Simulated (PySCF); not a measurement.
NICS in isomers of C8H9NSi.

Definitions: NICS(0) = −σiso at the ring centroid; NICS(1) = −σiso and NICS(1)zz = −σzz at ±1 Å along the ring normal z. Level: GIAO PBE0/pcSseg-1 (PySCF, non-relativistic, gas phase) on the GFN2-xTB geometries, one conformer each. Atom numbers follow the mapped SMILES.

Question: Order these rings by mean NICS(1)zz, lowest (most negative) first (ppm).
A. ring C2–C3–C4–C6–C10 in `[CH2:1]=[C:2]1[CH:3]=[C:4]([CH3:5])[C:6]([SiH2:7][C:8]#[N:9])=[CH:10]1`
B. ring C3–C7–C8–C9–C10 in `[N:1]#[C:2][C:3]1(/[CH:4]=[CH:5]/[SiH3:6])[CH:7]=[CH:8][CH:9]=[CH:10]1`
C. ring C3–C4–C5–C6–C9–C10 in `[CH:1]#[C:2][c:3]1[cH:4][cH:5][c:6]([NH:7][SiH3:8])[cH:9][cH:10]1`
D. ring C5–C6–C7–C8–C9–N10 in `[CH:1]#[C:2][CH2:3][SiH2:4][c:5]1[cH:6][cH:7][cH:8][cH:9][n:10]1`

Answer: D (-28.3), C (-23.8), B (-7.5), A (-4.2).

```tsv
SMILES	ring	NICS(0)	NICS(1)	NICS(1)zz	HOMA	rms pucker (Å)	ring atoms with four or more neighbours
C#CC[SiH2]c1ccccn1	6-membered ring with N; formal bonds all aromatic	-6.6	-11.2	-28.3	1.00	0.00	0
C#Cc1ccc(N[SiH3])cc1	6-membered carbocycle; formal bonds all aromatic	-8.5	-10.2	-23.8	0.98	0.00	0
N#CC1(/C=C/[SiH3])C=CC=C1	5-membered carbocycle; formal bonds 2 double, 3 single	-1.8	-4.5	-7.5	–	0.00	1
C=C1C=C(C)C([SiH2]C#N)=C1	5-membered carbocycle; formal bonds 2 double, 3 single	1.1	-4.0	-4.2	-0.09	0.00	0
```

NICS(0) gives another order. The isotropic NICS(1) gives the same order. HOMA uses Krygowski's 1993 parameters; it is left out where a ring has a four-coordinate atom, a triple bond, no multiple bond or a kind of bond without parameters. NICS(1) and NICS(1)zz are means over the two faces.
